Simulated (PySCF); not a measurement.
CdI, SMILES [Cd+][I], charge +1. Geometry: r2SCAN-D4/def2-TZVP. The multiplicity is an assumed one; other spin states were not compared. The def2 effective core potentials stand for the cores of Cd, I; spin–orbit coupling is left out.

Calculation: r2SCAN-D4/def2-TZVP (PySCF).

Harmonic wavenumbers (cm⁻¹): 218. Rotational constants (GHz): 1.299 (linear); symmetry number 1.

Q: Work out the zero-point energy and the ideal-gas rigid-rotor harmonic-oscillator thermochemistry at 298.15 K and 1 atm.

A: ZPE = ½ Σ hcν = ½ × 218 cm⁻¹ = 0.31 kcal/mol. H − E(el) = 2.72 kcal/mol. Entropy in cal/(mol K): translation 42.32, rotation 18.82, vibration 1.98, total 63.12. G − E(el) = -16.10 kcal/mol. Cp = 8.77 cal/(mol K).
